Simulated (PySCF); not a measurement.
Al(3+) (aluminium, charge +3) across methods

[Ne], closed-shell 1S. Computed with PySCF 2.14 in dyall-acv3z, with the spin-free X2C one-electron Hamiltonian (Gaussian nucleus).

```tsv
method	E (hartree)	mean ε 1s (eV)	mean ε 2s (eV)	mean ε 2p (eV)	Σ⟨r²⟩ (bohr²)	⟨S²⟩
B3LYP	-240.8518	-1563.9	-147.92	-108.10	3.670	0.000
r2SCAN	-240.8310	-1556.3	-146.05	-105.72	3.649	0.000
PBE	-240.7041	-1546.2	-142.61	-104.12	3.678	0.000
LDA	-239.7783	-1539.3	-141.99	-104.21	3.688	0.000
PW91	-240.8170	-1547.0	-142.71	-104.31	3.676	0.000
wB97X-V	-240.8146	-1564.6	-150.88	-110.82	3.663	0.000
UHF	-240.43442	-1630.3	-167.91	-121.69	3.627	0.000
PBE0	-240.7311	-1567.4	-149.26	-108.83	3.661	0.000
```
